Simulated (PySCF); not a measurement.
**Radial density of Kr (krypton, neutral)**

B3LYP, [Ar] 3d10 4s1 4p6 4d1, high-spin 3D determinant (an excited configuration). All numbers are calculated (PySCF 2.14, scalar relativity through the core potential, in aug-cc-pV5Z-PP with ECP10MDF (8s7p6d4f3g2h, 136 functions)). This is the valence pseudo-density: the core potential removes the inner electrons and smooths the orbitals near the nucleus.

| r (bohr) | 4πr²ρ (e/bohr) | 4πr²(ρα − ρβ) |
| --- | --- | --- |
| 0.000608 | 6.505e-05 | 0.0000 |
| 0.00102 | 0.0001817 | 0.0000 |
| 0.00172 | 0.0004979 | 0.0001 |
| 0.00289 | 0.001324 | 0.0001 |
| 0.00486 | 0.003393 | 0.0004 |
| 0.00818 | 0.008114 | 0.0009 |
| 0.0138 | 0.01749 | 0.0019 |
| 0.0231 | 0.03243 | 0.0034 |
| 0.0389 | 0.05613 | 0.0049 |
| 0.0655 | 0.1865 | 0.0055 |
| 0.110 | 1.350 | 0.0079 |
| 0.185 | 7.882 | 0.0348 |
| 0.312 | 27.40 | 0.1984 |
| 0.524 | 33.14 | 0.0921 |
| 0.882 | 9.293 | 0.3443 |
| 1.48 | 5.188 | 0.9353 |
| 2.49 | 1.936 | 0.2875 |
| 4.20 | 0.3436 | 0.2418 |
| 7.06 | 0.03645 | 0.0359 |

Energies and moments cover only the electrons outside the core potential. The outer electron is Rydberg-like, and this basis confines it to a smaller radius and binds it less than a complete one would. At B3LYP the highest occupied level has a positive energy, so only the finite basis holds that electron; for this excited configuration the basis is too tight for the outer shell.
